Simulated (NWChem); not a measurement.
Ionisation of In (+1)

```
In
```
Charge +1, spin multiplicity 1.

Everything below was run with NWChem.

Basis set: def2-TZVP. The species with one electron less has spin multiplicity 2. Δ marks differences of total energies (open shells unrestricted). −ε marks an orbital energy of the parent. That orbital need not have the symmetry of the hole or added electron in the Δ rows.

Effective core potentials replace the inner electrons of In; spin-orbit coupling is left out. B3LYP has NWChem's definition, with VWN1-RPA local correlation. No SCF solution was tested for a lower state.

### Question
Order these methods by the first vertical ionisation energy they give, lowest first: −ε(HOMO) of HF, −ε(HOMO) of B3LYP, −ε(HOMO) of PBE, −ε(HOMO) of M06-2X, G0W0@PBE, ΔB3LYP.

### Answer
−ε(HOMO) of PBE (14.98 eV), −ε(HOMO) of B3LYP (15.80 eV), −ε(HOMO) of M06-2X (16.22 eV), −ε(HOMO) of HF (17.28 eV), G0W0@PBE (18.60 eV), ΔB3LYP (19.09 eV)
